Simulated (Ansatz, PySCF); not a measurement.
disilinane (C4H12Si2), SMILES [SiH2]1[SiH2]CCCC1.

The structure is a stationary point at TPSSh-D3(BJ)/def2-SVP. The values are those of a single conformer.

Vertical ionisation energy (IE) and electron affinity (EA) in eV. Rows of orbital energies are one-electron estimates. Where ΔSCF, EOM or ADC give a negative EA the extra electron is unbound and the value depends on the basis.

```json
[
 {"level": "−ε(HOMO), −ε(LUMO), M06-2X/def2-TZVP (PySCF)", "IE": "8.40", "EA": "-0.97"},
 {"level": "−ε(HOMO), −ε(LUMO), PBE/def2-TZVP (PySCF)", "IE": "…", "EA": "…"},
 {"level": "ΔSCF, CAM-B3LYP/def2-SVPD (Ansatz), final states of multiplicity 2 and 2", "IE": "9.39", "EA": "-1.63"},
 {"level": "ΔSCF, PBE/def2-SVPD (Ansatz), final states of multiplicity 2 and 2", "IE": "8.92", "EA": "-1.22"}
]
```

### Question
Complete the blanks. (The exact figures need the calculation; the answer reports its results.)

### Answer

- −ε(HOMO), −ε(LUMO), PBE/def2-TZVP (PySCF), IE: 6.29
- −ε(HOMO), −ε(LUMO), PBE/def2-TZVP (PySCF), EA: 0.54

### Question
What vertical singlet–triplet gap does ΔSCF give with CAM-B3LYP/def2-SVPD (Ansatz, an electronic-structure program) and with PBE/def2-SVPD (Ansatz)? (An estimate is asked for; the answer gives what the named calculation found.)

### Answer
6.17 and 5.52 eV (triplet above singlet where positive).
